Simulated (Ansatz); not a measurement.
C3H6O2Si can be A, `C=C(O)[SiH2]C=O`, or B, `C=C=C(O)[SiH2]O`.

Computed with Ansatz on PBE0-D4/def2-TZVP structures; ΔE is electronic, products minus reactants. CCSD(T)/CBS is the MP2 limit (def2-TZVPP, def2-QZVPP) plus CCSD(T) − MP2 in def2-TZVPP, frozen cores. Functionals use def2-TZVPP. B3LYP here is the variant with VWN-RPA as its local correlation; programs differ in this. Each species was taken in one conformer, which may not be the lowest.

Which is lower in electronic energy at CCSD(T)/CBS, and by how much? (Best estimate.)

Computed: B, by 93.0 kJ/mol.

Give E(B) − E(A) in kJ/mol with MP2/def2-TZVPP, r2SCAN-D4, B3LYP, ωB97M-V, B2PLYP, PBE-D4, B3LYP-D4. (An estimate is asked.)

Computed: MP2/def2-TZVPP -96.8, r2SCAN-D4 -92.8, B3LYP -89.1, ωB97M-V -88.3, B2PLYP -90.4, PBE-D4 -80.4, B3LYP-D4 -88.6. None reverses the order clearly.

Largest T1 diagnostic: 0.015.

From PBE to PBE0 (25 % exact exchange), in def2-TZVPP and without D4, E(B) − E(A) moves by −5.9 kJ/mol.
